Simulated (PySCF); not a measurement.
In(F)2(Et) (C2H5F2In), SMILES [F][In]([F])[CH2]C. Atoms are numbered in the order given.

```xyz
10

In     0.1284     0.0999     0.2609
F     -0.2936    -1.5054     1.3022
F      1.1462     1.3077     1.4175
C     -0.4503     0.4336    -1.7801
C     -1.1211    -0.7592    -2.4421
H      0.4719     0.7391    -2.2982
H     -1.1053     1.3184    -1.7499
H     -2.0396    -1.0634    -1.9188
H     -0.4616    -1.6390    -2.4799
H     -1.4008    -0.5159    -3.4805
```

The structure is a stationary point at PBE0-D3(BJ)/def2-SVP. The structure was generated by enumeration; whether it is a known compound was not checked. The def2 effective core potentials stand for the cores of In; spin–orbit coupling is left out. Other conformers were not sampled.

All values below come from PySCF with PBE/def2-TZVP.

ESP charges are fitted to the potential on shells at 1.4 to 2.0 van der Waals radii. Atomic charges (e):

```tsv
atom	ESP fit	Löwdin
In1	0.99	0.53
F2	-0.45	-0.23
F3	-0.46	-0.23
C4	-0.34	-0.43
C5	-0.02	-0.33
H6	0.09	0.15
H7	0.09	0.15
H8	0.02	0.13
H9	0.02	0.13
H10	0.05	0.13
```
